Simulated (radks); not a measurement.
Problem. These are the eigenvalues of the occupied orbitals of an atom or ion with whole-number occupations (hartree). Calculated with a radial shooting solver on a logarithmic mesh with Libxc functionals: scalar-relativistic Kohn-Sham, PBE, spin-polarised, spherical densities, point nucleus.

orbital  eigenvalue
1s up     -931.9636
1s down   -931.9628
2s up     -138.1626
2s down   -138.1475
2p up     -124.0368
2p down   -124.0250
3s up     -26.22178
3s down   -26.21379
3p up     -21.58371
3p down   -21.57452
3d up     -14.27372
3d down   -14.25974
4s up      -4.58502
4s down    -4.52454
4p up      -3.23158
4p down    -3.16889
4d up      -1.28686
4d down    -1.22186
5p up      -0.62162

Which element is it, and in what charge state? The configuration may be excited. Open shells, if any, are filled with parallel spins first.

Solution. Z = 47, silver, charge +2: Ag2+ in [Kr] 4d8 5p1. The list shows which subshells hold electrons but not how many an open one holds; the 1s level, -931.96 hartree, gives Z - s = 43.2 by -(Z - s)^2/2, which with screening and relativity narrows Z to a few neighbours, and the depths of the outer levels then fix element, charge and occupations together.
